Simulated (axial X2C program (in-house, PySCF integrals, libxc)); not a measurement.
## Correcting the dissociation energy of MnBr⁺ for spin–orbit coupling

A spin-free PBE0 curve (one-electron X2C) was computed with an in-house all-electron X2C program for linear molecules (integrals from PySCF), basis Br dyall-cv3z [8s9p6d4f1g], Mn dyall-cv3z [9s10p6d3f2g] (cores contracted in-house), for the state M_S = 5/2, Λ = 0 (beyond evenly filled blocks: σα, π+α, π-α, δ+α, δ-α). It gives D0 = 2.653 eV to Br + Mn+, which in a spin-free picture are the weighted means of the ground terms.

Measured levels of the ground terms (NIST Handbook of Basic Atomic Spectroscopic Data), in cm⁻¹: Br 2P: J = 3/2 at 0, J = 1/2 at 3685.2; Mn+ 7S: J = 3 at 0.

The molecular state has Λ = 0, so it has no first-order lowering.

Problem. How far does each ground level lie under the (2J+1)-weighted mean of its term?

Solution. Br: (4 × 0 + 2 × 3685.2)/6 = 1228 cm⁻¹; Mn+: a single level, 0.

Problem. Correct D0.

Solution. D0 = 2.653 + (0 − 1228)/8065.5 = 2.501 eV at PBE0 with these spin–orbit terms. The direct two-component run gives 2.554 eV; the difference holds second-order terms in the molecule, scalar two-electron terms, the gap between measured and computed atomic splittings (a 2c atom can miss part of its lowering) and, in coupled cluster, the truncation of each run.

Second-order spin–orbit effects in the molecule, which grow quickly with Z, are left out. One determinant describes the state; a PBE0 search over occupations chose it and may have missed a lower one. Dissociation energies refer to the lowest single-determinant-based atoms at the same level and basis.
